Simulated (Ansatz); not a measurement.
Reaction (SMILES): [CH2]CCCC=C → [CH2]C/C=C\CC
Structures are relaxed separately at B3LYP-D3(BJ)/def2-TZVP in Ansatz (an electronic-structure program), one conformer each, not searched for the lowest.

Wanted: isomerisation energy (electronic energy difference), in eV. Valence correlation only, unless marked. Open shells are spin-unrestricted. No spin-orbit coupling. Non-relativistic. CBS marks a two-point X^-3 extrapolation of the correlation energy; Hartree-Fock from the larger set. [CCSD(T)-MP2]/basis is that difference in the basis named.

| level | program | isomerisation energy (eV) |
|---|---|---|
| BLYP/def2-TZVPD | Ansatz | -0.05 |
| PBE0-D3(BJ)/def2-TZVP | Ansatz + dftd3 | -0.07 |
| r2SCANh-D4/def2-TZVPD | Ansatz + dftd4 | -0.05 |
| wB97M-V/def2-TZVPD | Ansatz | -0.04 |
| RI-MP2/cc-pVTZ | Ansatz | -0.05 |

Question: What does RI-MP2/CBS(cc-pVTZ,cc-pVQZ)+[CCSD(T)-MP2]/cc-pVTZ (Ansatz) give?

Answer: -0.03 eV, so RI-MP2/cc-pVTZ differs from it by -0.02 eV.
